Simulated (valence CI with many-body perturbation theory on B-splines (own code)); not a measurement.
Results of a calculation; reference values are marked as such.
# Lu48+: magnetic and hyperfine properties of the levels

Method: valence CI with perturbative core correlation (CI+MBPT): five valence electrons over a frozen Dirac-Fock core [Ar], radial functions for each j: 7 s, 7 p, 8 d, 6 f, 4 g, 1 h, with the one-electron correlation potential Σ1, the two-electron term Σ2, the three-electron term Σ3, Breit, model QED; selected CI, second order for the rest (own B-spline code, finite nucleus).

No measured spectrum was set against this ion. As an estimate, large intervals hold to a few tenths of a per cent, small ones and those within an open d or f shell to about a per cent. Among the levels kept, up to 250 cm⁻¹ of a level comes from second order outside the variational space, and about a tenth of that is noise between levels of different J, which matters for small intervals. The list stops below the first excitations out of the core. Only levels of the ground parity were solved; by the run's estimate the other parity begins above the list, which can be wrong where configurations are misplaced.

A/g_I is the dipole constant over the nuclear g factor μ/I (μ in nuclear magnetons, uniformly magnetised nucleus), B/Q the quadrupole constant per barn. Both hold the static response of the core; the bare values leave it out. Large factors of s and p1/2 electrons are usually good to 5 to 10 %; those of open d and f shells near neutrality can be off by tens of per cent, and small factors of p3/2, d and f electrons come from cancelling terms and can be off by a factor of two or in sign, in half-filled shells by more. B is blank for J = 1/2, where it vanishes, and for nearly pure S terms. Energies count from the lowest level.

Levels are named by their leading jj configuration (3d3/2^4 stands for four electrons in 3d with j = 3/2), which in mixed levels can hold well under half, so a name can repeat and another be missing. Letters in brackets count levels of one name in rising energy.

```tsv
Level	E (cm⁻¹)	g	A/g_I (MHz)	A/g_I bare	B/Q (MHz/b)	B/Q bare
(3d3/2^4 3d5/2) J=5/2	0	1.303	30200	31100	56400	56900
(3d3/2^3 3d5/2^2) J=5/2 [a]	373550	1.334	18900	19900	22800	23100
(3d3/2^3 3d5/2^2) J=7/2 [a]	464400	1.157	37500	38000	63300	64000
(3d3/2^3 3d5/2^2) J=11/2	475100	1.103	47900	48300	-1200	-1340
(3d3/2^3 3d5/2^2) J=3/2 [a]	477510	1.165	47000	47500	52400	53000
(3d3/2^3 3d5/2^2) J=9/2	515990	1.133	42800	43300	64200	65000
(3d3/2^3 3d5/2^2) J=5/2 [b]	542820	1.133	44200	44700	-2030	-2020
(3d3/2^3 3d5/2^2) J=1/2	566970	1.808	-24600	-22300		
(3d3/2^3 3d5/2^2) J=7/2 [b]	578710	1.077	52000	52300	-68100	-68900
(3d3/2^3 3d5/2^2) J=3/2 [b]	701770	0.795	82500	82100	-65600	-66400
(3d3/2^2 3d5/2^3) J=5/2 [a]	831050	1.294	16100	17000	3850	3900
(3d3/2^2 3d5/2^3) J=7/2 [a]	895820	1.209	31900	32500	-3690	-3740
(3d3/2^2 3d5/2^3) J=11/2	900070	1.086	47000	47400	1270	1290
(3d3/2^2 3d5/2^3) J=9/2 [a]	915560	1.140	40600	41100	-7300	-7390
(3d3/2^2 3d5/2^3) J=13/2	939230	1.067	50500	50800	-71.7	-64.8
(3d3/2^2 3d5/2^3) J=1/2 [a]	949770	0.468	130000	128000		
(3d3/2^2 3d5/2^3) J=3/2 [a]	959450	1.167	39500	40100	2340	2350
(3d3/2^2 3d5/2^3) J=5/2 [b]	969240	1.020	55400	55600	-7440	-7510
(3d3/2^2 3d5/2^3) J=9/2 [b]	1009800	1.098	46300	46700	1880	1900
(3d3/2^2 3d5/2^3) J=7/2 [b]	1028500	0.981	61800	61800	-1710	-1730
(3d3/2^2 3d5/2^3) J=5/2 [c]	1044200	1.045	52400	52600	7750	7810
(3d3/2^2 3d5/2^3) J=3/2 [b]	1050700	0.847	76600	76300	5520	5620
(3d3/2^2 3d5/2^3) J=7/2 [c]	1094200	1.032	55900	56100	2440	2470
(3d3/2^2 3d5/2^3) J=1/2 [b]	1094900	1.768	-30100	-27900		
(3d3/2^2 3d5/2^3) J=9/2 [c]	1161000	1.103	45600	46000	24700	25000
(3d3/2^2 3d5/2^3) J=3/2 [c]	1279900	1.180	37300	37900	-20000	-20200
(3d3/2^2 3d5/2^3) J=5/2 [d]	1301300	1.195	36700	37300	15200	15400
(3d3/2 3d5/2^4) J=5/2 [a]	1360600	1.206	22900	23600	-24600	-24800
(3d3/2 3d5/2^4) J=7/2 [a]	1426200	1.180	35900	36500	-75500	-76300
(3d3/2 3d5/2^4) J=11/2	1438700	1.067	49000	49300	-103	22.3
(3d3/2 3d5/2^4) J=3/2 [a]	1451300	0.973	53000	53100	-56500	-57100
(3d3/2 3d5/2^4) J=9/2	1495900	1.111	43500	43900	-83500	-84400
(3d3/2 3d5/2^4) J=5/2 [b]	1531300	1.108	44000	44400	12300	12400
(3d3/2 3d5/2^4) J=7/2 [b]	1557000	1.006	55100	55200	83200	84100
(3d3/2 3d5/2^4) J=1/2	1619400	1.252	-9800	-9040		
(3d3/2 3d5/2^4) J=3/2 [b]	1739100	0.865	80500	80200	81900	82800
```

Take the isotope of mass number 175, with I = 7/2, μ = 2.2257 μN and Q = 3.49 b. What is the hyperfine structure of (3d3/2^3 3d5/2^2) J=11/2?

From the table A = 30500 MHz, B = -4200 MHz. Shifts from the centre of gravity in MHz: F = 2: -696000, F = 3: -603000, F = 4: -481000, F = 5: -327000, F = 6: -144000, F = 7: 69600, F = 8: 313000, F = 9: 586000.
